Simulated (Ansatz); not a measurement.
Cost and result up the ladder for the cluster Mo₅Se₁₀ (15 atoms). Total charge 0; singlet. Geometry: PBE-D4/def2-SVP.

```tsv
atom	x (Å)	y (Å)	z (Å)
Mo1	-0.080	1.584	1.413
Mo2	1.381	0.433	-1.114
Mo3	2.068	-1.231	0.338
Mo4	-2.595	0.908	0.418
Mo5	-0.521	-0.940	0.346
Se6	0.796	2.818	-0.360
Se7	2.694	-2.634	-1.834
Se8	0.847	-0.422	2.496
Se9	-2.121	2.499	2.251
Se10	-2.686	-1.222	1.564
Se11	0.462	-3.195	0.278
Se12	3.803	0.337	-0.420
Se13	1.720	-0.953	-3.132
Se14	-4.501	1.667	-0.582
Se15	-1.265	0.351	-1.662
```

Ansatz on 2 threads of AMD EPYC 7R13 on a shared host and a share (18 GiB) of an NVIDIA H100 80GB HBM3. Times are rough, and most runs start from the orbitals of an earlier one. No level here is sound enough to serve as a yardstick. Binding counts from free atoms at the same level (Mo septet, Se triplet; other spins of the atoms weren't run), without zero-point energy or a counterpoise term.

In the def2 sets Mo takes a core potential; there is no spin–orbit coupling. Correlated methods freeze 90 core orbitals; core or outer-core shells of Mo, Se are correlated, in sets that lack core-valence functions. The rows differ in basis, and correlated rows in double-zeta sets carry the largest basis error. Single mean-field runs in def2-SVP, def2-TZVP are fitted with def2-universal-jkfit. No other spin state of charge 0 was run. Another isomer (singlet) lies 2.10 eV lower at PBE0-D4/def2-TZVP; other spin states weren't run for this one.

Run but left out: MP2/def2-SVP (restricted singlet, unstable towards broken spin symmetry).

Correlated methods converge slowly with the basis, most of all in double-zeta sets.

```csv
level,functions,wall time,binding energy per atom (eV),remarks
revPBE-D4/def2-SVP,475,4.1 s,3.92,restricted SCF unstable in HF
PBE-D4/def2-TZVP,680,6 s,4.09,restricted SCF unstable in HF
r2SCAN-D4/def2-SVP,475,6 s,3.65,restricted SCF unstable in HF
PBE-D4/def2-SVP (with forces),475,6.5 s,4.11,restricted SCF unstable in HF
PBE0-D4/def2-TZVP,680,7.5 s,3.56,restricted SCF unstable in HF
PBE0-D4/def2-SVP,475,12 s,3.56,restricted SCF unstable in HF
RPA@PBE/def2-SVP,475,13 s,3.31,restricted SCF unstable in HF
```
